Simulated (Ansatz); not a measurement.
C₃H₇NSi, SMILES NC=C=C[SiH3].

Coordinates come from a r2SCAN-D4/def2-SVP optimisation. The structure was generated by enumeration; whether it is a known compound was not checked. The values are those of a single conformer.

Two levels are set side by side: PBE/def2-SVPD (Ansatz, an electronic-structure program) and PBE0/def2-SVPD (Ansatz). Energy differences of separate SCF runs at the same geometry; the states with an electron removed or added have multiplicity 2 and 2. Differences are taken from unrounded values.

```
quantity                           PBE0   PBE  PBE minus PBE0
---------------------------------  ----  ----  --------------
vertical ionisation energy (eV)    7.98  7.86           -0.12
vertical singlet–triplet gap (eV)  3.60  3.47           -0.13
```
